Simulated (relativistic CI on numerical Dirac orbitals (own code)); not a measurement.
## Si VII: q coefficients

Computed by Dirac-Coulomb-Breit CI, separate exchange-only KLI orbitals for each configuration, derivatives by finite differences, unscaled Slater integrals, QED left out (own radial code, finite nucleus).

Configurations in the expansion (outside the closed core 1s2): 2s²2p⁴, 2s2p⁵, 2p⁶, 2s²2p³3s, 2s²2p³3p, 2s²2p³3d, 2p⁵3s, 2p⁵3p. Levels of other configurations are missing.

With x = (α/α₀)² − 1 an excitation energy changes as ω = ω₀ + qx; K = 2q/ω₀ is the relative enhancement. Terms are leading LS components, so labels can repeat.

Lowest level 2s²2p⁴ ³P2.

```tsv
Level	ω₀ (cm⁻¹)	q (cm⁻¹)	K
2s²2p⁴ ³P1	3989	4133	2.07
2s²2p⁴ ³P0	5514	5365	1.95
2s²2p⁴ ¹D2	48816	2385	0.0977
2s²2p⁴ ¹S0	95966	3234	0.0674
2s2p⁵ ³P°2	369014	6741	0.0365
2s2p⁵ ³P°1	372600	10300	0.0553
2s2p⁵ ³P°0	374547	12300	0.0657
2s2p⁵ ¹P°1	523469	9064	0.0346
2p⁶ ¹S0	890844	15090	0.0339
2s²2p³3s ⁵S°2	1143507	607.2	0.00106
2s²2p³3s ³S°1	1166022	617.7	0.00106
2s²2p³3s ³D°1	1221118	40.69	6.67e-05
2s²2p³3s ³D°2	1221132	171.8	0.000281
```

At this charge configurations can still be misplaced by up to about 7 % of their energy.
